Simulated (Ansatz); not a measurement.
`[SiH3][SiH2]Cl` + `O[SiH3]` → `O[SiH2][SiH2]Cl` + SiH₄ at 700 K and 1 bar (formal exchange of groups at the Si–Si bond).

Program: Ansatz. Geometries: PBE0-D4/def2-TZVP. ΔE: electronic, gas phase. CCSD(T)/CBS is the MP2 limit (def2-TZVPP, def2-QZVPP) plus CCSD(T) − MP2 in def2-TZVPP, frozen cores. This one scheme is used for every species. Each species was taken in one conformer, which may not be the lowest.

| species | CCSD(T)/CBS energy (Eh) | H − E (kJ/mol) | S (J/(mol·K)) |
| --- | --- | --- | --- |
| `[SiH3][SiH2]Cl` | -1040.97629 | 178.3 | 420.2 |
| `O[SiH3]` | -366.69042 | 144.6 | 321.6 |
| `O[SiH2][SiH2]Cl` | -1116.20195 | 207.3 | 466.4 |
| SiH₄ | -291.46306 | 115.5 | 252.9 |

H − E and S are ideal-gas, rigid-rotor, harmonic terms from PBE0-D4/def2-TZVP, for one conformer and one mirror image of each species. 1 Eh = 2625.50 kJ/mol, R = 8.31446 J/(mol·K).

Task: By hand: ΔE, ΔH, ΔS and ΔG.

Result: ΔE = (-1116.20195) + (-291.46306) − (-1040.97629) − (-366.69042) = 0.00170 Eh = 4.5 kJ/mol. Δ(H − E) = 207.3 + 115.5 − 178.3 − 144.6 = -0.1, so ΔH = 4.4 kJ/mol. ΔS = 466.4 + 252.9 − 420.2 − 321.6 = -22.5 J/(mol·K). ΔG = 4.4 − 700 × (-22.5)/1000 = 20.1 kJ/mol.

Task: By hand: the equilibrium constant, and the temperature at which ΔG would vanish if ΔH and ΔS stayed fixed.

Result: log₁₀ K = −ΔG/(RT ln 10) = -1.5. ΔH and −TΔS have one sign here, so there is no such temperature. One of them is within its doubt of zero, so this could turn.

TΔS isn't small against ΔH here. A doubt of 5 kJ/mol in ΔE shifts log₁₀ K by 0.4 here. Other conformers and mirror images would add mixing entropy, several J/(mol·K) or more a flexible species. Modes under 60 cm⁻¹, often nearly free rotors, make the harmonic entropy too high. These are equilibria of isolated gas molecules and say nothing of rates. Largest T1 diagnostic: 0.011 (customary marks: 0.02 for closed shells, 0.045 for open ones).
